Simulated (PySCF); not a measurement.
C8H6O.
Structure used (PBE0-D3(BJ)/def2-SVP), in Å, numbered top down from 1:
```
atom  x, y, z in Å
C1    -2.742    0.690    1.522
C2    -2.240   -0.255    0.943
C3    -1.689   -1.375    0.275
C4    -0.470   -1.433   -0.312
C5     0.524   -0.399   -0.390
C6     0.618    0.906    0.040
C7     1.895    1.374   -0.374
C8     2.487    0.328   -1.024
O9     1.673   -0.737   -1.038
H10   -3.186    1.522    2.035
H11   -2.319   -2.269    0.236
H12   -0.180   -2.370   -0.794
H13   -0.148    1.449    0.586
H14    2.323    2.361   -0.211
H15    3.452    0.204   -1.509
```

All values: PBE0/def2-SVPD (PySCF, non-relativistic), on one gas-phase PBE0-D3(BJ)/def2-SVP geometry that isn't relaxed in the solvent. The solvent is an IEF-PCM continuum (Bondi radii, 1.10 Å for H, scaled by 1.2), and excitations are vertical TDDFT with non-equilibrium linear response and a frozen core. Specific hydrogen bonds and non-electrostatic terms are outside this model.

Gas-phase singlets (H = HOMO, L = LUMO):

```
state  E (eV)  λ (nm)      f  leading configurations
   S1   4.135     300  0.515                 H→L 98%
   S2   4.899     253  0.000               H-2→L 97%
   S3   5.401     230  0.001               H→L+1 93%
   S4   5.455     227  0.021    H-1→L 73%, H→L+2 22%
   S5   5.755     215  0.027               H-3→L 84%
```

How does the list change in methanol (ε = 32.61)?

| state | E (eV) | λ (nm) | f | leading configurations | change by rank (eV) |
| --- | --- | --- | --- | --- | --- |
| S1 | 3.994 | 310 | 0.593 | H→L 98% | -0.141 |
| S2 | 4.938 | 251 | 0.000 | H-2→L 97% | +0.039 |
| S3 | 5.470 | 227 | 0.026 | H-1→L 77%, H→L+2 18% | +0.069 |
| S4 | 5.483 | 226 | 0.001 | H→L+1 90% | +0.028 |
| S5 | 5.775 | 215 | 0.042 | H-3→L 88% | +0.020 |

Give the list for acetonitrile (ε = 35.69), n² = 1.81.

```
state  E (eV)  λ (nm)      f  leading configurations  change by rank (eV)
   S1   3.989     311  0.596                 H→L 98%               -0.146
   S2   4.938     251  0.000               H-2→L 97%               +0.039
   S3   5.469     227  0.026    H-1→L 77%, H→L+2 18%               +0.068
   S4   5.483     226  0.001               H→L+1 90%               +0.028
   S5   5.774     215  0.042               H-3→L 88%               +0.019
```

The ground-state energy changes by -0.210 eV from gas to acetonitrile. By how much does the total energy of gas-phase S1 change?

E(S1) = E(S0) + excitation energy, so it changes by -0.210 − 0.146 = -0.356 eV: it is lowered more than the ground state, which is what a red shift means. This is the vertical state, with the slow part of the continuum still set for S0.

How do the frontier levels move from gas to acetonitrile?

```json
{"orbital": "LUMO+2", "gas (eV)": "0.64", "solvent (eV)": "0.63", "change (eV)": "-0.01", "Löwdin shares, gas": "C7 22 %, C8 22 %, O9 12 %, C5 9 %", "Löwdin shares, solvent": "C7 22 %, C8 21 %, O9 12 %, C5 9 %"}
{"orbital": "LUMO+1", "gas (eV)": "0.57", "solvent (eV)": "0.61", "change (eV)": "+0.04", "Löwdin shares, gas": "C1 23 %, C2 22 %, C3 14 %, H11 12 %", "Löwdin shares, solvent": "C1 25 %, C2 24 %, C3 13 %, H11 10 %"}
{"orbital": "LUMO", "gas (eV)": "-1.63", "solvent (eV)": "-1.69", "change (eV)": "-0.06", "Löwdin shares, gas": "C4 19 %, C3 18 %, C1 13 %, C6 10 %", "Löwdin shares, solvent": "C4 19 %, C3 18 %, C1 13 %, C6 10 %"}
{"orbital": "HOMO", "gas (eV)": "-6.13", "solvent (eV)": "-6.19", "change (eV)": "-0.06", "Löwdin shares, gas": "C8 16 %, C3 16 %, C5 13 %, C6 11 %", "Löwdin shares, solvent": "C8 16 %, C3 16 %, C5 13 %, C6 11 %"}
{"orbital": "HOMO-1", "gas (eV)": "-7.99", "solvent (eV)": "-8.08", "change (eV)": "-0.09", "Löwdin shares, gas": "C1 19 %, C2 18 %, C4 13 %, C5 12 %", "Löwdin shares, solvent": "C1 17 %, C2 16 %, C7 14 %, C4 13 %"}
{"orbital": "HOMO-2", "gas (eV)": "-8.06", "solvent (eV)": "-8.17", "change (eV)": "-0.11", "Löwdin shares, gas": "C1 42 %, C2 40 %, C3 7 %", "Löwdin shares, solvent": "C1 42 %, C2 39 %, C3 7 %"}
{"orbital": "HOMO-3", "gas (eV)": "-8.31", "solvent (eV)": "-8.40", "change (eV)": "-0.09", "Löwdin shares, gas": "C6 26 %, O9 24 %, C7 23 %, C5 8 %", "Löwdin shares, solvent": "C6 26 %, O9 23 %, C7 20 %, C5 9 %"}
```

The HOMO–LUMO gap goes from 4.50 to 4.50 eV.

Time: 16 s wall; peak memory 1.0 GiB. Hardware: one thread, AMD EPYC 9R45 (x86_64), no GPU, shared host with 96 logical CPUs at a one-minute load of 6.4. This is the whole response run at PBE0/def2-SVPD in acetonitrile, SCF included.
